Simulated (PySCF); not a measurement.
# Cost of excited-state runs on [C5H12B2OSi]+, doublet, charge +1

Geometry:
```
atom   x (Å)   y (Å)   z (Å)
  B1   2.560  -0.305  -0.858
 Si2   1.230  -0.419  -2.290
  B3   1.187   0.182   0.277
  C4   1.604   0.379   1.688
  C5   2.033   0.516   2.812
  O6   0.090   0.257  -0.437
  C7  -1.297   0.594  -0.157
  C8  -1.541   0.740   1.334
  C9  -2.168  -0.481  -0.788
 H10   3.018  -1.302  -0.421
 H11   3.309   0.608  -0.845
 H12   0.367  -1.566  -2.608
 H13   0.708   0.664  -3.137
 H14   2.357   0.649   3.806
 H15  -1.457   1.553  -0.665
 H16  -2.578   1.024   1.496
 H17  -0.904   1.509   1.763
 H18  -1.355  -0.201   1.848
 H19  -1.989  -0.547  -1.858
 H20  -1.971  -1.448  -0.329
 H21  -3.214  -0.233  -0.631
```

Total charge +1.

PySCF with density fitting, on 1 thread of an Arm Neoverse N1, shared host. Command: `OMP_NUM_THREADS=1 python excited_run.py task.json out`

Q: How long does each of these runs take, and how much memory?
- open-shell absorption, B3LYP/3-21G; 4 states; Tamm-Dancoff; grid level 3
- open-shell absorption, B3LYP/def2-SVP; 10 states; Tamm-Dancoff; IEF-PCM dichloromethane
- open-shell absorption, B3LYP/def2-SVP; 10 states; Tamm-Dancoff

A: 
```tsv
run	level	basis functions	wall time	peak memory (GiB)
open-shell absorption	B3LYP/3-21G	109	66 s	0.58
open-shell absorption	B3LYP/def2-SVP	190	120 s	1
open-shell absorption	B3LYP/def2-SVP	190	2.4 min	0.76
```
Times from a shared host are rough.
